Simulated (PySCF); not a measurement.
Identify the unknown among the candidates.

All candidates are C5H9BO2.

| technique | computed result |
| --- | --- |
| Polarisability | 74.8 au [B3LYP/def2-SVPD] |
| Valence photoelectron | vertical ionisation energy: 9.18 eV [ΔSCF B3LYP/def2-SVPD] |
| UV, strongest line | among the 10 lowest singlet transitions: S2 at 6.67 eV (186 nm, f = 0.030) [TDDFT B3LYP/def2-SVPD] |
| 1H NMR | chemical shifts (computed TMS as zero) by class: 3.46 (2 H), 2.01 (1 H), 1.73 (1 H), 1.45 (1 H), 1.42 (1 H), 1.33 (1 H), 0.88 (1 H), 0.29 (1 H) ppm [GIAO B3LYP/pcSseg-1] |
| Dipole | 1.48 D [B3LYP/def2-SVPD] |
| Rotational structure | rotational constants A, B, C: 3.778, 1.520, 1.426 GHz [PBE0-D3(BJ)/def2-SVP] |
| UV, first state | lowest singlet excitation: 6.04 eV (205 nm, f = 0.008) [TDDFT B3LYP/def2-SVPD] |
| 13C NMR | chemical shifts (computed TMS as zero) by class: 26.5 (1 C), 22.8 (1 C), 15.3 (1 C), 13.9 (1 C), 13.5 (1 C) ppm [GIAO B3LYP/pcSseg-1] |

The electronic properties come from PySCF, for the isolated species, density fitting. Levels stand in brackets. The structure is a single PBE0-D3(BJ)/def2-SVP conformer in the gas phase; no vibrational or solvent corrections. Each NMR value is the plain mean over a class of atoms that symmetry, rotation or inversion makes alike.

**Question.** Which candidate is it?
A. `C[C@@H]1C/C1=C/B(O)O`
B. `OB(O)[C@@H]1C[C@@H]2C[C@@H]21`
C. `C#C[C@@H](CC)B(O)O`

**Answer.** B. It is `OB(O)[C@@H]1C[C@@H]2C[C@@H]21`. Numbering: `[OH:1][B:2]([OH:3])[C@@H:4]1[CH2:5][C@@H:6]2[CH2:7][C@H:8]12`. 5 carbons fall into 5 classes; from least to most shielded: four-membered-ring carbon [C5] (26.5 ppm), ring sp3 carbon bound to boron [C4] (22.8 ppm), sp3 carbon at a ring junction [C8] (15.3 ppm), sp3 carbon at a ring junction [C6] (13.9 ppm), three-membered-ring carbon [C7] (13.5 ppm). Hydrogen classes from least to most shielded: 2 H on 2 boron-bound oxygens, O1/O3 (3.46 ppm), 1 H on a four-membered-ring carbon, C5 (2.01 ppm), 1 H on a four-membered-ring carbon, C5 (1.73 ppm), 1 H on an sp3 carbon bound to boron, C4 (1.45 ppm), 1 H on an sp3 carbon at a ring junction, C6 (1.42 ppm), 1 H on an sp3 carbon at a ring junction, C8 (1.33 ppm), 1 H on a three-membered-ring carbon, C7 (0.88 ppm), 1 H on a three-membered-ring carbon, C7 (0.29 ppm). The first electron is taken from the HOMO, whose largest Löwdin shares are 0.27 on an sp3 carbon at a ring junction, 0.25 on an sp3 carbon at a ring junction, 0.12 on the sp3 carbon bound to boron and 0.09 on the three-membered-ring carbon. The optimised geometry has point group C1 and is an asymmetric top.

The others, at the same levels:
- `C[C@@H]1C/C1=C/B(O)O` fails: its computed 13C shifts are 170.9 (1 C), 114.5 (1 C), 19.6 (1 C), 15.0 (1 C), 11.7 (1 C) ppm, 1H shifts are 5.53 (1 H), 3.50 (2 H), 1.51 (1 H), 1.25 (3 H), 1.24 (1 H), 0.62 (1 H) ppm and lowest singlet excitation is 5.47 eV (227 nm, f = 0.001) (against 6.04 eV).
- `C#C[C@@H](CC)B(O)O` fails: its computed 13C shifts are 92.4 (1 C), 72.4 (1 C), 30.2 (1 C), 21.1 (1 C), 15.7 (1 C) ppm, 1H shifts are 4.71 (2 H), 1.92 (1 H), 1.70 (1 H), 1.56 (1 H), 1.35 (1 H), 1.22 (3 H) ppm and lowest singlet excitation is 6.48 eV (191 nm, f = 0.001) (against 6.04 eV).

Each candidate is one conformer, not necessarily the lowest. The conformers computed, where there is a choice (atom-mapped SMILES and torsion angles):
- `[OH:1][B:2]([OH:3])[C@@H:4]1[CH2:5][C@@H:6]2[CH2:7][C@H:8]12`: O1–B2–C4–C5 3°, H–O1–B2–O3 0°, H–O3–B2–O1 179°
- `[CH3:1][C@@H:2]1[CH2:3]/[C:4]1=[CH:5]/[B:6]([OH:7])[OH:8]`: C4–C5–B6–O7 0°, H–O7–B6–C5 180°, H–O8–B6–C5 0°
- `[CH:1]#[C:2][C@@H:3]([CH2:4][CH3:5])[B:6]([OH:7])[OH:8]`: C2–C3–C4–C5 -168°, C2–C3–B6–O7 -10°, H–O7–B6–C3 2°, H–O8–B6–C3 179°
